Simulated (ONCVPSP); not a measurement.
**What one change does to a pseudopotential (Si (Z = 14), ONCV)**

silicon (Si), optimised norm-conserving Vanderbilt (ONCV), made with ONCVPSP 4.0.1 (PBE, non-relativistic). Core [Ne], reference 3s2 3p2. Waves: 3s: rc 1.65 bohr, ncon 4, nbas 7, qcut 3.6 1/bohr, local; 3p: rc 1.80 bohr, ncon 3, nbas 6, qcut 4 1/bohr, 2 projectors, debl 3.9 Ha; d scattering state at 0.21 Ha: rc 1.65 bohr, ncon 3, nbas 7, qcut 5.4 1/bohr, 2 projectors, debl 0.8 Ha. Local part: the s channel. Core correction: none.

All-electron outer shells of the reference configuration (PBE, non-relativistic, ld1.x):

| shell | level (eV) | outermost node (bohr) | outermost maximum (bohr) |
| --- | --- | --- | --- |
| 2s | -138.84 | 0.15 | 0.45 |
| 2p | -95.59 | – | 0.39 |
| 3s | -10.77 | 0.72 | 1.80 |
| 3p | -4.09 | 0.72 | 2.17 |

Change: all radii scaled by about 1.04 (s 1.72, p 1.88, d 1.72 bohr).

Cutoffs: the cutoffs (Ha) at which the residual kinetic energy of the hardest occupied pseudo-wave falls to 1 and 0.1 mHa per electron; they do not see the model core or the augmentation charge, which bear on the density cutoff. Errors are all-electron minus pseudo energies relative to the spin-unpolarised reference configuration.

Q: How do hardness, ghosts and transferability respond?

A: The potential gets neither clearly harder nor softer (8.4 Ha and 32 Ha → 9.0 Ha and 32 Ha); of the 4 tests that both files solve, the error grows in 1 and shrinks in 0 by more than 15 % and 0.3 meV (median size 3.0 → 3.3 meV); neither file shows a bound ghost.

```json
{"quantity": "cutoff, loose", "base": "8.4 Ha", "changed": "9.0 Ha"}
{"quantity": "cutoff, tight", "base": "32 Ha", "changed": "32 Ha"}
{"quantity": "loose cutoff by channel", "base": "s 8.4 Ha, p 3.1 Ha", "changed": "s 9.0 Ha, p 3.1 Ha"}
{"quantity": "bound ghosts", "base": "none", "changed": "none"}
{"quantity": "GHOST(+) flags under 300 eV", "base": "none", "changed": "none"}
{"quantity": "error for 3s2 3p1, meV [ΔE 7.75 eV]", "base": "-0.5", "changed": "-0.4"}
{"quantity": "error for 3s2 3p0, meV [ΔE 23.76 eV]", "base": "+0.6", "changed": "+1.2"}
{"quantity": "error for 3s1 3p0, meV [ΔE 57.66 eV]", "base": "+75", "changed": "+75"}
{"quantity": "error for 3s1 3p2, meV [ΔE 15.12 eV]", "base": "+5.4", "changed": "+5.4"}
```
